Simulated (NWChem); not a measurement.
System: CBCl₂NO; SMILES O=C=NB(Cl)Cl

Input file for NWChem:

```
start job
memory heap 200 mb stack 900 mb global 1100 mb
geometry units angstroms noautosym nocenter noautoz
  B      0.002013     0.435759     0.000000
  Cl    -1.524150     1.296067     0.000000
  Cl     1.501826     1.340507     0.000000
  N      0.022569    -0.964296     0.000000
  C      0.016677    -2.162177     0.000000
  O      0.014451    -3.325195     0.000000
end
basis spherical
  * library pcsseg-1
end
dft
  xc xpbe96 cpbe96
  iterations 150
end
property
  shielding
end
task dft property
```

NWChem printed, in part:

```
             Northwest Computational Chemistry Package (NWChem) 7.3.0
             --------------------------------------------------------

                             Geometry "geometry" -> ""
                             -------------------------

 Output coordinates in angstroms (scale by  1.889725989 to convert to a.u.)

  No.       Tag          Charge          X              Y              Z
 ---- ---------------- ---------- -------------- -------------- --------------
    1 B                    5.0000     0.00201300     0.43575900     0.00000000
    2 Cl                  17.0000    -1.52415000     1.29606700     0.00000000
    3 Cl                  17.0000     1.50182600     1.34050700     0.00000000
    4 N                    7.0000     0.02256900    -0.96429600     0.00000000
    5 C                    6.0000     0.01667700    -2.16217700     0.00000000
    6 O                    8.0000     0.01445100    -3.32519500     0.00000000

 Effective nuclear repulsion energy (a.u.)     283.7021692242

  pbe96 is a nonlocal functional; adding pw91lda local functional.
                              NWChem Property Module
                              ----------------------

  itol2e modified to match energy
  convergence criterion.

                                 NWChem DFT Module
                                 -----------------

 Summary of "ao basis" -> "ao basis" (spherical)
 ------------------------------------------------------------------------------
       Tag                 Description            Shells   Functions and Types
 ---------------- ------------------------------  ------  ---------------------
 B                          pcsseg-1                 7       17   3s3p1d
 Cl                         pcsseg-1                10       24   4s5p1d
 N                          pcsseg-1                 7       17   3s3p1d
 C                          pcsseg-1                 7       17   3s3p1d
 O                          pcsseg-1                 7       17   3s3p1d

  itol2e modified to match energy
  convergence criterion.

[...]

          -----------------------------------------
          Chemical Shielding Tensors (GIAO, in ppm)
          -----------------------------------------

                                NWChem CPHF Module
                                ------------------

  scftype          =     RHF
  nclosed          =       30
  nopen            =        0
  variables        =     2580
  # of vectors     =        3
  tolerance        = 0.10D-03
  level shift      = 0.00D+00
  max iterations   =       50
  max subspace     =       30

 SCF residual:    1.3417027837280336E-005

Iterative solution of linear equations
  No. of variables     2580
  No. of equations        3
  Maximum subspace       30
        Iterations       50
       Convergence  1.0D-04

   iter   nsub   residual    time
   ----  ------  --------  ---------
     1      3    9.85D-06      34.7

      Atom:    1  B
        Diamagnetic
    210.2202      0.1361      0.0000
      0.1361    203.9596      0.0000
      0.0000      0.0000    183.4337

        Paramagnetic
   -141.8235      0.2388     -0.0000
      0.2388   -155.9266     -0.0000
     -0.0000     -0.0000    -99.0758

        Total Shielding Tensor
     68.3967      0.3749     -0.0000
      0.3749     48.0330     -0.0000
     -0.0000     -0.0000     84.3579

           isotropic =      66.9292
          anisotropy =      26.1430

          Principal Components and Axis System
                 1           2           3
               84.3579     68.4036     48.0261

      1        -0.0000      0.9998     -0.0184
      2        -0.0000      0.0184      0.9998
      3         1.0000      0.0000      0.0000

      Atom:    2  Cl
        Diamagnetic
   1152.5552     -3.5288     -0.0000
     -3.5288   1146.9814      0.0000
     -0.0000      0.0000   1144.1138

        Paramagnetic
   -423.3216   -161.7870     -0.0000
   -161.7870   -702.0588     -0.0000
     -0.0000     -0.0000   -329.0733

        Total Shielding Tensor
    729.2336   -165.3158     -0.0000
   -165.3158    444.9226     -0.0000
     -0.0000     -0.0000    815.0405

           isotropic =     663.0656
          anisotropy =     227.9623

          Principal Components and Axis System
                 1           2           3
              815.0405    805.1091    369.0471

      1        -0.0000      0.9088      0.4171
      2         0.0000     -0.4171      0.9088
      3         1.0000      0.0000      0.0000

      Atom:    3  Cl
        Diamagnetic
   1152.3647      3.6778     -0.0000
      3.6778   1147.1834      0.0000
     -0.0000      0.0000   1144.1428

        Paramagnetic
   -431.2080    168.3680     -0.0000
    168.3680   -692.3256      0.0000
     -0.0000      0.0000   -326.5395

        Total Shielding Tensor
    721.1567    172.0458     -0.0000
    172.0458    454.8578      0.0000
     -0.0000      0.0000    817.6033

           isotropic =     664.5392
          anisotropy =     229.5960

          Principal Components and Axis System
                 1           2           3
              817.6033    805.5585    370.4560

      1         0.0000      0.8978     -0.4404
      2         0.0000      0.4404      0.8978
      3         1.0000     -0.0000     -0.0000

      Atom:    4  N
        Diamagnetic
    309.1260     -0.1177      0.0000
     -0.1177    357.6468     -0.0000
      0.0000     -0.0000    307.4663

        Paramagnetic
   -221.0456     -0.5382      0.0000
     -0.5382    -76.8935      0.0000
      0.0000      0.0000   -163.7572

[...]
```

Level: PBE/pcSseg-1, GIAO. Geometry: optimised at PBE0/def2-SVP. The printed shielding anisotropy is the first printed principal value minus the mean of the other two.
